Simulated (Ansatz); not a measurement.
# One elementary step

Start structure (AlH$_{2}$BrCl$_{2}$, closed shell), relaxed at PBE0-D4/def2-TZVP:

```
atom    x (Å)    y (Å)    z (Å)
 Al1  -0.6660  -0.1127   0.0188
 Br2  -0.3568  -1.9902   1.1935
 Cl3  -0.8959  -0.2113  -2.0440
 Cl4  -1.1292   1.6568   1.0046
  H5   1.5882   0.0162   0.1170
  H6   1.4598   0.6412  -0.2899
```

The step: AlBrCl₂ ([Cl][Al]([Cl])[Br]) + H₂ → AlHCl₂ ([Cl][AlH][Cl]) + HBr (still joined by a long Al–Br bond); bonds formed: Al1–H6, Br2–H5; bonds broken: H5–H6; bonds weakened to dative contacts: Al1–Br2. Computed with Ansatz 0.2.0 (basis: def2-TZVPP and def2-QZVPP); correlated methods freeze the cores. Filled d shells of the heavier atoms are correlated. The def2 sets are not built for correlating such inner shells, so the correlated values are less sure here. Extrapolation: Hartree–Fock as exp(−7.88 √X), correlation as X^−2.97. Energies below are by CCSD(T) at an estimated basis limit (MP2 extrapolated from triple and quadruple zeta, plus CCSD(T) − MP2 in triple zeta).

(1) What are the electronic barrier and the energy of the step, from the start structure to the end structure? (An estimate is asked for; the value comes from the calculation.)

No T1 diagnostic of these runs exceeds 0.008.

Results:

(1) By the calculation: Barrier 148.3 kJ/mol; step energy 111.9 kJ/mol (uphill); reverse barrier, their difference, 36.4 kJ/mol. Barrier and step energy count from the start structure, the reverse barrier from the end structure.

The saddle point: One imaginary mode of 510i cm⁻¹.
```json
{"pair": "Al1–H6", "start (Å)": "2.28", "saddle (Å)": "1.63", "end (Å)": "1.57"}
{"pair": "Br2–H5", "start (Å)": "2.99", "saddle (Å)": "1.54", "end (Å)": "1.43"}
{"pair": "Al1–Br2", "start (Å)": "2.24", "saddle (Å)": "2.61", "end (Å)": "2.76"}
{"pair": "H5–H6", "start (Å)": "0.76", "saddle (Å)": "1.38", "end (Å)": "3.91"}
```

Zero-point energy (harmonic, PBE0-D4): ZPE is 46.6 kJ/mol at the start and 44.2 kJ/mol at the saddle, so the barrier goes from 148.3 to 146.0 kJ/mol.

Labels in which every atom is bracketed show which atoms are joined, not bond orders.

For scale, one of the runs: CCSD(T)/def2-TZVPP, 202 basis functions (an equivalent command: `ansatz run in.yaml --threads 4`). The run took 16 s on 4 CPU threads (shared host), with 2.4 GiB of host memory at its peak.
